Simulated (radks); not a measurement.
The nuclear charge of the zinc ion Zn+ is varied continuously with 29 electrons held in [Ar] 3d10 4s1. Method: scalar-relativistic Kohn-Sham, r2SCAN, spin-polarised, spherical densities, finite nucleus; open shells are filled with parallel spins first; meta-GGA in the generalised Kohn-Sham scheme; Fermi nuclear charge, rms radius 3.9283 fm; computed with a radial shooting solver on a logarithmic mesh with Libxc functionals. By the Hellmann-Feynman theorem dE/dZ = E(electron-nucleus)/Z, the electronic potential at the nucleus (averaged over a nucleus of fixed radius). The scalar-relativistic energy here is not variational (the density holds large components alone), so the two differ by a part that grows with Z.

Z	E (hartree)	E(electron-nucleus)/Z (hartree)	HOMO	e(HOMO) (eV)	<r> HOMO (bohr)
29.5	-1724.71825	-140.694	4s	-9.727	2.608
29.6	-1738.83518	-141.343	4s	-10.701	2.559
29.7	-1753.01715	-141.991	4s	-11.704	2.513
29.8	-1767.26409	-142.639	4s	-12.733	2.469
29.9	-1781.57596	-143.286	4s	-13.789	2.427
30	-1795.95272	-143.933	4s	-14.872	2.388
30.1	-1810.39432	-144.579	4s	-15.980	2.350
30.2	-1824.90073	-145.225	4s	-17.114	2.314
30.3	-1839.47192	-145.871	4s	-18.273	2.279
30.4	-1854.10786	-146.517	4s	-19.456	2.246
30.5	-1868.80851	-147.162	4s	-20.664	2.214
30.6	-1883.57386	-147.807	4s	-21.896	2.183
30.7	-1898.40389	-148.451	4s	-23.151	2.153
30.8	-1913.29856	-149.096	4s	-24.430	2.125
30.9	-1928.25788	-149.740	4s	-25.732	2.097
31	-1943.28181	-150.384	4s	-27.057	2.071

The central difference of E at Z = 30 is -144.092 hartree, to compare with the third column; the second derivative is -6.48 hartree.
